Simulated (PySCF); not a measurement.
**A small calculation by hand: entropy of an ideal gas**

RbF, SMILES [Rb][F].

Coordinates come from a B3LYP-D3(BJ)/def2-TZVPD optimisation. The def2 effective core potentials stand for the cores of Rb; spin–orbit coupling is left out.

PySCF with B3LYP-D3(BJ)/def2-TZVPD gives the harmonic wavenumbers 354 cm⁻¹ and the rotational temperature 0.2782 K. The molar mass is 104.47 g/mol, the symmetry number 1, the spin multiplicity 1.

Problem. Work out the entropy at 298.15 K and 1 atm in the rigid-rotor, harmonic-oscillator model.

Solution. 
Translation (Sackur–Tetrode at 1 atm): S = R[1.5 ln M + 2.5 ln T − 1.16487] = 166.7 J/(mol K).
Rotation: q = T/(σ θ) = 1070, S = R[ln q + 1] = 66.3 J/(mol K).
Vibration: with u = 1.4388 ν/T, each mode gives R[u/(e^u − 1) − ln(1 − e^−u)]:
```json
[
 {"ν (cm⁻¹)": "354", "modes": "1", "u": "1.71", "S (J/(mol K))": "4.80"}
]
```
These are all the modes. Sum 4.8 J/(mol K).
Spin: R ln 1 = 0.0 J/(mol K).
Total 237.9 J/(mol K); the program's own thermochemistry gives 237.8. Translation makes up 70 % and vibration 2 %. Anharmonicity, hindered rotation and orbital degeneracy are left out.
